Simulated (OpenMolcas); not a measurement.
Computed levels of 3d7 in ions with 25 electrons, in cm-1 above 4F 9/2.

```
Program             : OpenMolcas
Method              : MS-CASPT2, IPEA 0.25 Eh, imaginary shift 0.1 Eh
Basis               : ANO-R3
Scalar Hamiltonian  : X2C, finite nucleus
Spin-orbit coupling : RASSI with atomic mean-field integrals over the reference wave functions, term energies averaged over their components
```

Active space for each ion: 7 electrons in 5 orbitals (3d); closed shells correlated by CASPT2: 3s 3p.

| Level | Co2+ | Cu4+ |
| --- | --- | --- |
| 4F 7/2 | 836 | 1567 |
| 4F 5/2 | 1447 | 2690 |
| 4F 3/2 | 1865 | 3440 |
| 4P 5/2 | 15760 | 20910 |
| 4P 3/2 | 15950 | 21110 |
| 2G 9/2 | 16390 | 22170 |
| 4P 1/2 | 16400 | 22050 |
| 2G 7/2 | 17180 | 23660 |
| 2P 3/2 | 19800 | 26620 |

Problem. Estimate 4F 3/2, 4P 5/2, 4P 3/2 for Ni3+ from its neighbours Co2+ and Cu4+.

Solution. 4F 3/2 is fine structure, which grows about as the fourth power of a screened charge, so the fourth roots are averaged: ((1865^0.25 + 3440^0.25) / 2)^4 = 2563. The calculation gives 2580, so the estimate is off by -0.7 %; the measured value is 2621 (Corliss and Sugar, J. Phys. Chem. Ref. Data 10, 197 (1981)).
4P 5/2 is another term, which grows about linearly with the charge: (15760 + 20910) / 2 = 18335. The calculation gives 18330, so the estimate is off by 0 %; the measured value is 18119 (Corliss and Sugar, J. Phys. Chem. Ref. Data 10, 197 (1981)).
4P 3/2 is another term, which grows about linearly with the charge: (15950 + 21110) / 2 = 18530. The calculation gives 18540, so the estimate is off by -0.1 %; the measured value is 18367 (Corliss and Sugar, J. Phys. Chem. Ref. Data 10, 197 (1981)).

CASPT2 does not keep the components of a term degenerate, so their means are used; among the terms shown or strongly mixed into the levels shown the widest spread is 1100 cm-1 (3d7 4F, Co2+). Measured partners are found by configuration, term and J. A level has none where our copy of the source lacks it or the pairing is in doubt (some pairs that miss far off the trend of their configuration count as doubtful), and it then counts in no deviation. Only configurations of the active space appear.
